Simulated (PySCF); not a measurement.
Molfile (atoms numbered from 1):
```
C5H7NO2Si
     RDKit          3D

 16 17  0  0  0  0  0  0  0  0999 V2000
   -1.5894   -1.3149   -0.0926 C   0  0  0  0  0  0  0  0  0  0  0  0
   -0.8259   -0.2731    0.7259 C   0  0  2  0  0  0  0  0  0  0  0  0
   -1.0094    1.5678    0.1535 Si  0  0  0  0  0  4  0  0  0  0  0  0
    0.6058    1.8407   -0.1386 O   0  0  0  0  0  0  0  0  0  0  0  0
    1.3308    0.7294    0.1067 C   0  0  0  0  0  0  0  0  0  0  0  0
    2.6317    0.3532    0.0286 C   0  0  0  0  0  0  0  0  0  0  0  0
    2.7141   -0.9397    0.4175 O   0  0  0  0  0  0  0  0  0  0  0  0
    1.4814   -1.4087    0.7494 N   0  0  0  0  0  0  0  0  0  0  0  0
    0.6467   -0.4275    0.5712 C   0  0  0  0  0  0  0  0  0  0  0  0
   -1.3205   -2.3164    0.2366 H   0  0  0  0  0  0  0  0  0  0  0  0
   -1.3470   -1.2277   -1.1495 H   0  0  0  0  0  0  0  0  0  0  0  0
   -2.6614   -1.1784    0.0284 H   0  0  0  0  0  0  0  0  0  0  0  0
   -1.0882   -0.4104    1.7788 H   0  0  0  0  0  0  0  0  0  0  0  0
   -1.4123    2.4754    1.2179 H   0  0  0  0  0  0  0  0  0  0  0  0
   -1.7068    1.7062   -1.1170 H   0  0  0  0  0  0  0  0  0  0  0  0
    3.5429    0.8331   -0.2608 H   0  0  0  0  0  0  0  0  0  0  0  0
  1  2  1  0
  2  3  1  0
  3  4  1  0
  4  5  1  0
  5  6  2  0
  6  7  1  0
  7  8  1  0
  8  9  2  0
  9  2  1  0
  9  5  1  0
  1 10  1  0
  1 11  1  0
  1 12  1  0
  2 13  1  1
  3 14  1  0
  3 15  1  0
  6 16  1  0
M  END
```

All values are calculated (PySCF 2.14.0 with density-fitted response routines): geometry from GFN2-xTB, shielding tensors at PBE0/pcSseg-1 (GIAO). Single conformer, relativity neglected, fast rotation and ring inversion assumed for equivalent nuclei, no solvent.

δ = σ(ref) − σ, references computed at the same level: TMS for $^{13}$C (σref 186.93).

Do the $^{13}$C shifts follow the atomic charges (in e)? Tabulate both.

Results:


```
atoms  hybridisation  δ (ppm)  σ para (ppm)  Hirshfeld    IAO  Mulliken  ESP-fitted
   C9            sp2    167.9          -239      +0.02  +0.06     +0.09       +0.41
   C5            sp2    155.3          -226      +0.02  +0.11     +0.08       -0.02
   C6            sp2    141.9          -208      -0.01  -0.03     +0.24       -0.06
   C2            sp3     19.8           -85      -0.10  -0.40     -0.53       -0.09
   C1            sp3     18.2           -76      -0.12  -0.41     -0.20       -0.16
```

Correlation coefficients of δ with charge over these carbons: Hirshfeld +0.99, IAO +0.99, Mulliken +0.87, ESP-fitted +0.66; with the paramagnetic shielding -1.00. With so few points, grouped by hybridisation, these coefficients are fragile. Charge is one influence among several: hybridisation and low-lying excitations act through the paramagnetic term.

Shifts are as computed. Against solution values, carbons near 30 ppm lie about +3 ppm off and those near 130 ppm about +5 ppm. Of 1309 compounds with measured shifts, 239 miss one by over three times the rms of a fit or turn the order of signals round; such compounds aren't used in these exercises.
